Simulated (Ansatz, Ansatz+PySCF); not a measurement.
```csv
atom,x (Å),y (Å),z (Å)
Si,0.0190,-0.0034,0.0041
H,-0.1571,1.1266,-0.9374
H,-1.3051,-0.4309,0.5117
H,0.8698,0.4264,1.1385
H,0.6637,-1.1369,-0.6989
```

Basis set: def2-SVP (spherical functions). Frozen core: 5 orbitals. Charge 0, multiplicity 3.

Computed with Ansatz (development build ahead of 0.2.0); each method stands on the lowest determinant of its kind that the runs found.

The atomization energy at this shape (free ground-state atoms in the same class of orbitals less the molecule, no zero-point energy) of triplet SiH4:

| method | atomization energy |
| --- | --- |
| UHF-MP2 | 3.75 eV |
| UHF | 2.00 eV |

Question: What does UHF-CCSD(T) give?

Answer: 4.14 eV. Caution: another spin multiplicity may lie lower.
